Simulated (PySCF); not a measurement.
## Worked example: oscillator strength and radiative lifetime

C2H7ClFNSi, SMILES Cl[Si@@](F)(CC)N.

Geometry: PBE-D3(BJ)/def2-SVP. The structure was generated by enumeration; whether it is a known compound was not checked. The values are those of a single conformer.

TDA-PBE0/def2-SVPD (PySCF) puts the first singlet state with f over 0.02 at 7.04 eV (vertical), with the transition dipole (0.302, 0.331, -0.115) in atomic units.

### Question
Find the oscillator strength, the wavelength and the radiative lifetime that this transition would have in vacuum if emission retraced absorption.

### Answer

|μ|² = 0.2140 au, so |μ| = 1.18 D. ΔE = 7.04/27.211 = 0.2587 hartree. f = (2/3) ΔE |μ|² = 0.037 (the program prints 0.037).
λ = 1239.84/7.04 = 176 nm; ν = 56781 cm⁻¹.
Einstein's coefficient A = 0.6670 ν² f s⁻¹ (ν in cm⁻¹) = 7.9e7 s⁻¹, so τ = 1/A = 13 ns. This state is S1. The figure is the radiative limit of this one transition; relaxation, internal conversion, crossing to triplets and a medium change what is measured.
